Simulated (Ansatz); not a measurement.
`NC[SiH](F)Br` at its PBE0-D4/def2-TZVP geometry, where that method's forces vanish. Charge 0, multiplicity 1.

```xyz
10

N     1.5354    0.3393   -0.3541
C     0.1237    0.5173   -0.6847
Si   -1.0616   -0.4546    0.3858
F    -0.6956   -2.0039    0.2561
Br   -0.7448    0.1128    2.5045
H     1.8002   -0.6355   -0.4279
H     1.7136    0.6199    0.6032
H    -0.0385    0.2296   -1.7301
H    -0.1300    1.5811   -0.6321
H    -2.5024   -0.3060    0.0792
```

What forces (eV/Å) does ωB97M-V/def2-TZVPP give on these atoms in the Gaussian-basis code of Ansatz? (Best estimate.)

The calculation gave: 
```
N1   0.227 -0.061  0.105
C2  -0.355  0.037 -0.085
Si3 -0.149  0.171 -0.063
F4   0.036 -0.112 -0.006
Br5  0.006 -0.004 -0.023
H6  -0.003  0.039  0.009
H7   0.003 -0.018 -0.039
H8   0.013  0.029  0.079
H9   0.019 -0.077 -0.008
H10  0.202 -0.003  0.029
```
